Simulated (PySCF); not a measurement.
**From computed data to an observable: dipole moment from atomic charges**

Si(H)(I)(OH)2 (H₃IO₂Si), SMILES O[SiH](O)I. Atoms are numbered in the order given.

```xyz
7

Si    -1.1698    -0.0699     0.7578
O     -2.1720    -0.8774    -0.2790
O     -1.6569     1.4750     1.0687
I      0.9955    -0.0781    -0.3658
H     -1.0617    -0.7245     2.0802
H     -3.0671    -1.0415     0.0375
H     -1.6213     2.1049     0.3412
```

Geometry: PBE0-D3(BJ)/def2-SVP. The def2 effective core potentials stand for the cores of I; spin–orbit coupling is left out. One conformer was computed; it need not be the lowest.

Charges (e) from B3LYP/def2-TZVP in PySCF:

```json
[
 {"atom": "Si1", "Mulliken": "0.581", "ESP fit": "0.438"},
 {"atom": "O2", "Mulliken": "-0.493", "ESP fit": "-0.613"},
 {"atom": "O3", "Mulliken": "-0.502", "ESP fit": "-0.587"},
 {"atom": "I4", "Mulliken": "-0.176", "ESP fit": "-0.106"},
 {"atom": "H5", "Mulliken": "-0.052", "ESP fit": "-0.015"},
 {"atom": "H6", "Mulliken": "0.319", "ESP fit": "0.455"},
 {"atom": "H7", "Mulliken": "0.325", "ESP fit": "0.427"}
]
```

The dipole moment of the full density is 1.91 D.

Problem. What dipole moment does each set of point charges give, and which comes closer to that of the density?

Solution. 
μ = Σ q r, and 1 e Å = 4.8032 D.
Mulliken: Σ q r = (-0.402, 0.055, 0.120) e Å, |μ| = 2.03 D.
ESP fit: Σ q r = (-0.386, 0.085, 0.046) e Å, |μ| = 1.91 D.
ESP fit comes closer in size. Point charges leave out the atoms' own dipoles (lone pairs, polarised bonds); fits to the potential absorb them, partitions of the density don't.
